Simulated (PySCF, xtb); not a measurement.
Al(Cl)(F)(SeH) (AlClFHSe), SMILES [F][Al]([Cl])[SeH].

xtb with GFN2-xTB at its own geometry gives an orbital gap of 3.53 eV and a dipole moment of 0.28 D.

The structure is a stationary point at B3LYP-D3(BJ)/def2-SVP. Other conformers were not sampled.

Problem. What does PBE0/def2-TZVPD (PySCF) give? (Estimate from the structure and the level; the computed values follow.)

Solution. gap 6.48 eV (levels -7.90 and -1.43 eV), dipole 1.23 D.
